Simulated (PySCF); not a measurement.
H4GeO4, triplet, at a GFN2-xTB geometry (a higher spin typed on purpose: for a closed-shell molecule this is an excited state). Base run: B3LYP/STO-3G run with PySCF.

Input for PySCF:
```python
from pyscf import gto, scf, dft

mol = gto.M(
    atom='''
O     0.564548    1.247405   -0.969958
Ge    0.044223    0.168862    0.338301
O    -1.600919    0.946902    0.729303
O    -0.550881   -1.384836   -0.717281
O     1.527727   -1.386807   -0.258895
H    -0.019697    2.000528   -1.051984
H    -2.181176    0.525668    1.358975
H    -0.568510   -2.238414   -0.285198
H     1.830450   -1.072695   -1.112757
''',
    basis='sto-3g',
    charge=0,
    spin=2,
    verbose=5,
)

mf = dft.UKS(mol)
mf.xc = 'b3lyp'
mf.kernel()
mo_i, mo_e, stable_i, stable_e = mf.stability(internal=True, external=False, return_status=True, nroots=6, tol=1e-6)
print('internally stable:', stable_i, ' externally stable:', stable_e)
if not stable_i:
    umf = mf.copy()
    umf.scf_summary = {}
    umf.kernel(umf.make_rdm1(mo_i, mf.mo_occ))
```

The bond that is stretched is that between atoms 9 and 5. A test that says stable can miss a lower solution.

Each row names what was changed in the base input (with any setting that the change needs).

```tsv
change	ΔE vs base (kcal/mol)	<S^2>	stability test says	outcome
base	0.000	2.009	internally stable (external not tested)	converged
bond × 1.25	5.14	2.011	internally stable (external not tested)	converged
bond × 1.5	36.68	2.027	internally stable (external not tested)	converged
bond × 1.8	-	-	-	not converged
bond × 2.2	99.8	2.442	internally stable (external not tested)	converged
bond × 3.0	101.7	2.641	internally stable (external not tested)	converged
```

On stretching, the SCF can end on different states; <S^2> shows the spin contamination of each.
